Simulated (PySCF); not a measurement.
# Molecular orbitals of SrTl⁺

LDA at R = 3.841 Å; basis Sr def2-SVP with ECP28, Tl def2-SVP with ECP60; scalar-relativistic core potentials; PySCF 2.14. State: ¹Σ⁺ (singlet), closed shell. Only the outer orbitals are listed, counted within each symmetry, core potentials removing the inner ones.

```tsv
orbital	occ.	ε (eV)	on Sr (%)	main shells (%)
1δ	2	-20.15	0	100 Tl d
1δ	2	-20.15	0	100 Tl d
3π	2	-19.96	0	100 Tl d
3π	2	-19.96	0	100 Tl d
5σ	2	-19.90	0	100 Tl d
6σ	2	-14.19	2	98 Tl s
7σ	2	-7.95	69	66 Sr s, 30 Tl p
4π	0	-6.80	20	80 Tl p, 15 Sr d
4π	0	-6.80	20	80 Tl p, 15 Sr d
8σ	0	-6.54	62	38 Tl p, 30 Sr s, 24 Sr d
```

Question: Which are the highest filled and the lowest empty level, where do they sit, and how wide is the gap?

Answer: Highest filled 7σ at -7.95 eV (in %: 66 Sr s, 30 Tl p); lowest empty 4π at -6.80 eV (in %: 80 Tl p, 15 Sr d); the gap at LDA is 1.15 eV.

```json
{"bond order (Mayer)": "0.86", "⟨S²⟩": "0.000", "charge on Sr (Mulliken, basis-dependent)": "0.58", "charge on Sr (Löwdin, basis-dependent)": "0.54", "dipole moment (positive dipole points towards Tl; it is taken about the centre of mass and depends on that origin)": "-6.66 D", "polarisability along the bond": "276.5 bohr³", "polarisability across the bond": "107.5 bohr³"}
```

Closed-shell solutions of metal pairs were not tested for spin polarisation, which can lower them a little. Spin–orbit coupling is left out, which matters for elements this heavy, above all for dissociation energies.
